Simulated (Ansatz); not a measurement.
Ansatz (an electronic-structure program) input file for BH₂, SMILES [BH2] (connectivity only; charge and spin as stated), charge +1, multiplicity 1, PBE/def2-TZVPD. Coordinates come from a PBE0-D3(BJ)/def2-TZVPD optimisation. The multiplicity is an assumed one; other spin states were not compared. The isomer is the one that the SMILES or the coordinates give; other isomers of the formula were not compared.

Ansatz 0.2 input:
```yaml
crystal:
  periodic: [false, false, false]
  atoms:
    - {symbol: B, position_ang: [0.00000000, 0.00000000, 0.00000000]}
    - {symbol: H, position_ang: [0.00000000, 0.00000000, -1.17919651]}
    - {symbol: H, position_ang: [0.00000000, 0.00000000, 1.17919651]}
basis:
  gaussian:
    orbitals: def2-TZVPD
hamiltonian:
  xc: {name: PBE}
total_charge: 1
```

Log of the run:

```
WARN ansatz: RAYON_NUM_THREADS=1 ignored (pool sized by the plan → 1); use --threads N
Functional definition: PBE
integrals: 0.00 GiB planned
267 factors; their error is unknown
mean field: 0.08 GiB planned
mean field evaluation 1: about -695.2383 eV, gradient 1.4e1 eV
mean field evaluation 2: about -695.8654 eV, gradient 4.8e0 eV
mean field evaluation 4: about -695.9444 eV, gradient 2.3e-2 eV
mean field evaluation 8: about -695.9307 eV, gradient 3.7e-5 eV
mean field -695.93073825 eV, -25.5749829117 hartree, gradient 7.3e-5 eV, S^2 0.000000; 0 other end points of the search recorded, 0 dependent functions left out
reference -695.93076465 eV, -25.5749838820 hartree; 3, 3 occupied and 52, 52 virtual orbitals, 267 factors
Total energy: -695.93076465 eV, -25.5749838820 hartree
```

Self-consistency was reached.
